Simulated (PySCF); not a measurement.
Cd(I)(SeH) (CdHISe), SMILES [SeH][Cd][I].

Geometry: PBE0-D3(BJ)/def2-SVP. The structure was generated by enumeration; whether it is a known compound was not checked. The def2 effective core potentials stand for the cores of Cd, I; spin–orbit coupling is left out. Other conformers were not sampled.

Two levels are set side by side: TDDFT-PBE/def2-SVPD (PySCF) and TDDFT-ωB97X/def2-SVPD (PySCF). Vertical, same geometry. The lowest singlet is HOMO→LUMO 100 % with PBE and HOMO→LUMO 95 % with the other functional; states are paired by order. Differences are taken from unrounded values.

```csv
quantity,TDDFT-ωB97X
lowest singlet excitation (eV),4.33
lowest triplet excitation (TDA) (eV),4.03
```

### Question
What does TDDFT-PBE give, and how far is it from TDDFT-ωB97X? (An estimate is asked for; the answer gives what the named calculation found.)

### Answer

```
quantity                              TDDFT-PBE  TDDFT-PBE minus TDDFT-ωB97X
------------------------------------  ---------  ---------------------------
lowest singlet excitation (eV)             3.39                        -0.94
lowest triplet excitation (TDA) (eV)       3.08                        -0.94
```

Functionals without exact exchange tend to place singlet excitations lower, as here. Differences between two approximate levels are no errors against the true value.

Rough cost on one machine, each run with all the roots and properties that it gave: TDDFT-ωB97X against TDDFT-PBE about 6 times.
